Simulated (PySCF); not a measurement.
## Radial density of Hg (mercury, neutral)

UHF, [Xe] 4f14 5d10 6s1 6p1, high-spin 3P determinant (an excited configuration). Computed with PySCF 2.14 in x2c-TZVPPall (11s7p7d3f1g, 97 functions), with the spin-free X2C one-electron Hamiltonian (Gaussian nucleus).

```csv
r (bohr),4πr²ρ (e/bohr),4πr²(ρα − ρβ)
0.0131,111.0,0.0027
0.0220,97.84,0.0018
0.0370,132.3,0.0092
0.0622,141.9,-0.0048
0.105,121.2,-0.0063
0.176,123.2,0.0069
0.296,81.62,0.0148
0.498,65.89,0.0044
0.837,23.85,-0.0037
1.41,11.33,0.0556
2.37,2.274,0.7229
3.98,0.4890,0.4278
6.70,0.05291,0.0529
11.3,0.0001060,0.0001
```

Densities and radii are taken from the X2C orbitals without a picture-change correction, which distorts them close to the nucleus.

Spin-orbit coupling, absent here, splits the open shell strongly.

(1) Where is the radial spin density 4πr²(ρα − ρβ) most negative, and why is it negative at all?

Answers

(1) Around r = 0.105 bohr, down to -0.0063 e/bohr: exchange with the open shell polarises the paired shells in an unrestricted calculation.
